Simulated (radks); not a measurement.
Problem. The mean radii <r> (bohr) of the occupied orbitals of an atom or ion are listed with their occupations. Calculated with a radial shooting solver on a logarithmic mesh with Libxc functionals: scalar-relativistic Kohn-Sham, PBE, spin-unpolarised, spherical densities, point nucleus.

| orbital | occ. | <r> |
|---|---|---|
| 1s | 2 | 0.01930 |
| 2s | 2 | 0.08058 |
| 2p | 6 | 0.07155 |
| 3s | 1 | 0.1925 |

Name the element and its charge.

Solution. Z = 71, lutetium, charge +60: Lu60+ in [Ne] 3s1. The 1s radius gives Z: for a bare nucleus <r> = (2 gamma + 1)/(2Z) with gamma = sqrt(1 - (Z/c)^2), 0.01909 bohr for Z = 71, and screening makes it slightly larger (0.01930 here). The occupations add up to 11, and the charge is Z minus that.
